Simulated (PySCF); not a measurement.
C7H11NSi.
Z-matrix (Å and degrees, GFN2-xTB geometry), rows numbered from 1:
```
C 
C   1  1.3191
C   2  1.4997  1  124.62
C   3  1.4971  2  110.11  1   121.19
C   4  1.4208  3  126.15  2   -81.78
C   5  1.3597  4  107.12  3   178.26
N   6  1.3705  5  109.64  4    -0.38
Si  7  1.7456  6  126.65  5   175.42
C   4  1.3633  3  127.49  2    95.73
H   1  1.0782  2  121.76  3     0.86
H   1  1.0771  2  122.09  3  -179.41
H   2  1.0827  1  120.54  3   178.84
H   3  1.0919  2  109.81  1     0.02
H   3  1.0942  2  109.17  1  -119.19
H   5  1.0727  4  125.97  3    -1.72
H   6  1.0725  5  130.10  4   179.79
H   8  1.4598  7  106.06  6    30.53
H   8  1.4653  7  109.18  6   -89.65
H   8  1.4606  7  106.19  6   150.39
H   9  1.0725  4  129.73  3     2.17
```

NICS = −σ at a ghost point: NICS(0) at the centroid of the ring atoms, NICS(1) 1 Å to either side along the normal of their mean plane, zz for the tensor component along that normal. Level: GIAO PBE0/pcSseg-1 (PySCF, non-relativistic, gas phase) on the GFN2-xTB geometry, one conformer.

Ring bond lengths (Å), with Mayer bond orders in brackets: C4–C5 1.421 (1.33), C5–C6 1.360 (1.55), C6–N7 1.371 (1.12), N7–C9 1.372 (1.09), C9–C4 1.363 (1.54).

**Question.** What do the NICS probes read (ppm)?

**Answer.** 
```csv
ring,type,NICS(0),"NICS(1), two faces","NICS(1)zz, two faces",rms pucker (Å),"centre to ring atoms, mean (Å)"
C4–C5–C6–N7–C9,5-membered ring with N; formal bonds all aromatic,-12.3,-10.6 / -10.5,-27.7 / -27.7,0.00,1.17
```

**Question.** What do they say, and how far can they be read as aromaticity?

**Answer.** 
- C4–C5–C6–N7–C9: mean NICS(1)zz -27.7 ppm, shielded. For a flat ring without four-coordinate atoms the NICS criterion counts such a value as aromatic.

**Question.** And the bond-length index? HOMA takes Krygowski's 1993 parameters.

**Answer.** 
- C4–C5–C6–N7–C9: HOMA 0.82; the largest term is that of C4–C5, α(R − Ropt)² = 0.28. The geometric and the magnetic index point the same way.

**Question.** How shielded are the nuclei of the rings and their hydrogens (means over atoms taken as equivalent)?

**Answer.** 
```json
{"atoms": "C4", "environment": "substituted aromatic carbon", "σ isotropic (ppm)": "53.7", "principal values of the symmetric part, first atom (ppm)": "-20.9, 32.7, 149.4"}
{"atoms": "C5", "environment": "aromatic CH carbon", "σ isotropic (ppm)": "67.0", "principal values of the symmetric part, first atom (ppm)": "-14.9, 62.7, 153.1"}
{"atoms": "C6", "environment": "aromatic CH next to a ring nitrogen", "σ isotropic (ppm)": "57.5", "principal values of the symmetric part, first atom (ppm)": "-21.5, 63.0, 130.9"}
{"atoms": "N7", "environment": "pyrrole-type nitrogen", "σ isotropic (ppm)": "107.9", "principal values of the symmetric part, first atom (ppm)": "17.5, 99.1, 207.0"}
{"atoms": "C9", "environment": "aromatic CH next to a ring nitrogen", "σ isotropic (ppm)": "61.8", "principal values of the symmetric part, first atom (ppm)": "-12.8, 71.5, 126.8"}
{"atoms": "H15", "environment": "aromatic hydrogen", "σ isotropic (ppm)": "25.22", "principal values of the symmetric part, first atom (ppm)": "22.6, 25.7, 27.5"}
{"atoms": "H16", "environment": "aromatic hydrogen", "σ isotropic (ppm)": "25.10", "principal values of the symmetric part, first atom (ppm)": "21.5, 26.5, 27.3"}
{"atoms": "H20", "environment": "aromatic hydrogen", "σ isotropic (ppm)": "25.22", "principal values of the symmetric part, first atom (ppm)": "21.6, 25.6, 28.4"}
```

Time: 39 s of wall time; peak memory 1.0 GiB. Hardware: Arm Neoverse V2, one thread, no GPU, on a shared host. This is the whole shielding run at PBE0/pcSseg-1, SCF included.
